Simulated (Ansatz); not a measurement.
Computed with Ansatz on PBE0-D4/def2-TZVP structures; ΔE is electronic, products minus reactants. CCSD(T)/CBS is the MP2 limit (def2-TZVPP, def2-QZVPP) plus CCSD(T) − MP2 in def2-TZVPP, frozen cores. This one scheme is used for every species. DFT in def2-TZVPP. Each species was taken in one conformer, which may not be the lowest.

`C[CH2][Al]([F])[Cl]` + HCl → `[F][Al]([Cl])[Cl]` + `CC`  (ligand exchange at the Al–C bond)

CCSD(T)/CBS gives -158.2 kJ/mol.

(1) Another level gave -157.3 kJ/mol. Which?
A. HF/def2-TZVPP
B. B97M-V/def2-TZVPP
C. BLYP-D4/def2-TZVPP
D. CAM-B3LYP-D4/def2-TZVPP

(2) What do rigid-rotor, harmonic-oscillator terms from PBE0-D4/def2-TZVP frequencies (298.15 K, 1 bar) make of the CCSD(T)/CBS value? (Best estimate.)

Largest T1 diagnostic among the species: 0.010.

Results:

(1) D. CAM-B3LYP-D4 -157.3, BLYP-D4 -152.1, B97M-V -163.6, HF/def2-TZVPP -178.4 kJ/mol.

(2) Ansatz gave: ΔZPE = +12.5 kJ/mol, ΔH = -148.9 kJ/mol, ΔS = -14 J/(mol·K), ΔG = -144.8 kJ/mol. Modes under 50 cm⁻¹ make the entropy rough.

Leaving LDA and LC-ωPBE aside and taking each functional with its dispersion term where it has one, the values, not all of them listed here, spread over 15.9 kJ/mol, from BHLYP-D4 to PBE-D4. LDA lies +7.7 kJ/mol from PBE without D4. The D4 term adds +3.5 kJ/mol with B3LYP and +2.3 kJ/mol with PBE0; it sums over pairs of atoms, weighted by their polarisabilities, and B3LYP, whose exchange is more repulsive, gets the larger term.

CCSD(T)/CBS has its own doubt, a few kJ/mol and more with outer-core shells, so smaller differences from it don't rank the levels.

B3LYP here is the variant with VWN-RPA as its local correlation; programs differ in this.
